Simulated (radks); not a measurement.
Coulomb parameter of the 4d shell of neutral technetium in the model configuration [Kr] 4d6 5s1, as a second difference U = [E(n + 0.25) + E(n - 0.25) - 2 E(n)] / (0.25)^2 with all orbitals relaxed. "Bare": the charge of the atom changes with n. "Screened": the 5s shell takes up the change at fixed total charge, which measures U(4d,4d) + U(5s,5s) - 2 U(4d,5s). Calculated with a radial shooting solver on a logarithmic mesh with Libxc functionals: scalar-relativistic Kohn-Sham, PBE, spin-unpolarised, spherical densities, finite nucleus; Fermi nuclear charge, rms radius 4.4112 fm.

| case | configuration | E - E(n) (eV) |
|---|---|---|
| start | [Kr] 4d6 5s1 | 0.000 |
| bare +0.25 | [Kr] 4d6.25 5s1 | -0.865 |
| bare -0.25 | [Kr] 4d5.75 5s1 | 1.388 |
| screened +0.25 | [Kr] 4d6.25 5s0.75 | -0.041 |
| screened -0.25 | [Kr] 4d5.75 5s1.25 | 0.114 |

U(bare) = 8.370 eV, U(screened by 5s) = 1.168 eV, against the Slater integral F0(4d,4d) = 13.685 eV with frozen orbitals. The step up makes a negative ion, whose loosely bound charge lowers the bare value.
